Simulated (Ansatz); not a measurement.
Total energies of the cluster In₂N (the lowest doublet isomer of a short search) from Ansatz at r2SCAN-D4/def2-TZVP, gas phase (1 Eh = 27.2114 eV = 2625.5 kJ/mol). The reference geometry is relaxed at PBE-D4/def2-TZVP.

```xyz
3

In   -0.334   -0.809    1.784
In    0.337    0.804   -1.786
N    -0.003    0.005    0.001
```

```json
{"state": "charge 0 doublet", "geometry": "reference", "energy (Eh)": "-435.13536"}
{"state": "charge 1 triplet", "geometry": "reference", "energy (Eh)": "-434.86331"}
{"state": "charge 0 quartet", "geometry": "relaxed at PBE-D4/def2-TZVP", "energy (Eh)": "-435.04352"}
{"state": "free In atom (doublet)", "geometry": "–", "energy (Eh)": "-190.18147"}
{"state": "free N atom (quartet)", "geometry": "–", "energy (Eh)": "-54.58101"}
```

In the def2 sets In takes a core potential; there is no spin–orbit coupling.

**Question.** Work out the vertical ionisation energy to the triplet.

**Answer.** E(charge 1 triplet) − E(charge 0 doublet) = -434.86331 − (-435.13536) = 0.27205 Eh = 7.40 eV. For comparison, −ε of the highest occupied level of the spin that leaves is 5.13 eV at this level, 2.27 eV less.

**Question.** Which of the charge 0 states is lowest, and how far above it are the others?

**Answer.** The doublet. quartet: -435.04352 − (-435.13536) = 0.09184 Eh = 241.1 kJ/mol.

**Question.** What is the binding energy per atom against free atoms?

**Answer.** Atoms: 2 × (-190.18147) + 1 × (-54.58101) = -434.94395 Eh. Binding: -434.94395 − (-435.13536) = 0.19141 Eh = 5.21 eV, or 1.74 eV for each of 3 atoms (no zero-point energy, no counterpoise term).

The structure comes from a short search, and lower isomers may exist.
